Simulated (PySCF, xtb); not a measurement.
C3H8AlCl, SMILES [Cl][Al]([CH3])[CH2]C. One conformer was computed; it need not be the lowest.

Harmonic wavenumbers (cm⁻¹) from GFN2-xTB (xtb) at its own minimum, in rising order: 22, 62, 87, 118, 148, 216, 232, 442, 507, 541, 605, 648, 658, 910, 974, 1036, 1215, 1225, 1297, 1408, 1448, 1454, 1467, 1499, 1500, 2874, 2901, 2924, 2936, 2968, 2988, 3000, 3009.

Q: What does B3LYP-D3(BJ)/def2-SVP run with PySCF give at its own minimum? (An estimate is asked for; the answer gives what the named calculation found.)

A: 19, 35, 99, 141, 157, 235, 298, 441, 539, 588, 658, 679, 717, 921, 957, 1035, 1217, 1222, 1239, 1400, 1420, 1426, 1427, 1471, 1481, 2991, 3017, 3020, 3025, 3092, 3098, 3105, 3114. Paired by order, the mean absolute difference is 45 cm⁻¹ and the zero-point energies are 61.9 and 63.3 kcal/mol.
